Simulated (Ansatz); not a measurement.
H4S3Si (`S[SiH](S)S`), relaxed with RKS PBE0-D4/def2-TZVP in Ansatz from a PBE-D4/def2-SVP geometry. The force threshold is 0.005 eV/Å; the program also tests the step.

Total charge 0; spin multiplicity 1.

Start:

```xyz
8

S    -1.126    1.119    1.598
Si   -0.191    0.104   -0.047
S    -1.534   -1.550   -0.387
S     1.828   -0.354    0.586
H     0.028    1.736    1.984
H    -0.085    0.877   -1.333
H    -1.241   -1.613   -1.717
H     2.322   -0.319   -0.684
```

| step | energy (eV) | largest force (eV/Å) | largest move (Å) |
| --- | --- | --- | --- |
| 1 | -40438.3906 | 0.589 | 0.000 |
| 2 | -40438.4250 | 0.207 | 0.038 |
| 3 | -40438.4278 | 0.047 | 0.021 |
| 4 | -40438.4282 | 0.031 | 0.023 |
| 5 | -40438.4285 | 0.005 | 0.016 |
| 6 | -40438.4286 | 0.005 | 0.011 |
| 7 | -40438.4286 | 0.006 | 0.009 |
| 8 | -40438.4286 | 0.010 | 0.013 |
| 9 | -40438.4287 | 0.015 | 0.014 |
| 10 | -40438.4287 | 0.015 | 0.011 |
| 11 | -40438.4287 | 0.017 | 0.007 |
| 12 | -40438.4287 | 0.009 | 0.002 |
| 13 | -40438.4287 | 0.000 | 0.002 |

End:

```xyz
8

S    -1.111    1.084    1.605
Si   -0.181    0.105   -0.034
S    -1.462   -1.560   -0.394
S     1.820   -0.323    0.573
H    -0.007    1.775    1.940
H    -0.113    0.897   -1.285
H    -1.222   -1.556   -1.716
H     2.275   -0.422   -0.689
```

Run time 110 s (2 threads of a server CPU on a shared host); peak host memory 0.48 GiB.
